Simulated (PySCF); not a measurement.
Species: C₄H₇NSi.
Numbering: `[CH3:1][C:2]#[C:3]/[CH:4]=[N:5]\[SiH3:6]` (hydrogens: H7, H8, H9 on C1; H10 on C4; H11, H12, H13 on Si6)

The same species was optimised twice, with GFN2-xTB and with PBE0-D3(BJ)/def2-SVP (PySCF), and the same property calculations (PySCF, gas phase) were run on both structures.

| coordinate | GFN2-xTB | PBE0-D3(BJ)/def2-SVP | change |
| --- | --- | --- | --- |
| N5–Si6 (Å) | 1.715 | 1.751 | +0.036 |
| C3–C4 (Å) | 1.415 | 1.437 | +0.022 |
| C4=N5 (Å) | 1.258 | 1.271 | +0.013 |
| C2≡C3 (Å) | 1.205 | 1.216 | +0.011 |
| C1–C2 (Å) | 1.442 | 1.450 | +0.008 |
| C4–N5–Si6 (°) | 135.0 | 129.5 | -5.5 |
| C2–C3–C4 (°) | 178.0 | 179.6 | +1.6 |
| C1–C2–C3 (°) | 179.0 | 179.6 | +0.6 |
| C3–C4–N5 (°) | 126.8 | 127.0 | +0.2 |

Rotational constants: A = 6500, B = 1293, C = 1100 MHz (GFN2-xTB) against A = 6213, B = 1306, C = 1101 MHz (PBE0-D3(BJ)/def2-SVP).

On the GFN2-xTB structure: HOMO (eV) -7.07 [PBE0/pcSseg-1]; LUMO (eV) -1.45 [PBE0/pcSseg-1]; dipole (D) 3.18 [PBE0/pcSseg-1]; GIAO shielding of C1 (ppm) 181.7 [PBE0/pcSseg-1]; GIAO shielding of C2 (ppm) 86.0 [PBE0/pcSseg-1]; GIAO shielding of C3 (ppm) 104.3 [PBE0/pcSseg-1]; GIAO shielding of C4 (ppm) 26.6 [PBE0/pcSseg-1]; GIAO shielding of N5 (ppm) -137.6 [PBE0/pcSseg-1]; GIAO shielding of Si6 (ppm) 416.0 [PBE0/pcSseg-1].

Task: What do these properties become on the PBE0-D3(BJ)/def2-SVP structure?

Result: 
```tsv
property	level	on GFN2-xTB	on PBE0-D3(BJ)/def2-SVP	change
HOMO (eV)	PBE0/pcSseg-1	-7.07	-7.22	-0.15
LUMO (eV)	PBE0/pcSseg-1	-1.45	-1.57	-0.12
dipole (D)	PBE0/pcSseg-1	3.18	3.28	+0.10
energy, GFN2-xTB geometry as zero (kcal/mol)	PBE0/pcSseg-1	0.0	-1.7	-1.7
GIAO shielding of C1 (ppm)	PBE0/pcSseg-1	181.7	179.4	-2.3
GIAO shielding of C2 (ppm)	PBE0/pcSseg-1	86.0	84.4	-1.6
GIAO shielding of C3 (ppm)	PBE0/pcSseg-1	104.3	103.0	-1.3
GIAO shielding of C4 (ppm)	PBE0/pcSseg-1	26.6	21.6	-5.0
GIAO shielding of N5 (ppm)	PBE0/pcSseg-1	-137.6	-138.7	-1.1
GIAO shielding of Si6 (ppm)	PBE0/pcSseg-1	416.0	411.6	-4.4
```

The heavy atoms differ by 0.040 Å rms after alignment. Among bonds between heavy atoms N5–Si6 changes most (+0.036 Å). Changes are differences of the printed values. Neither structure is proved a minimum here.
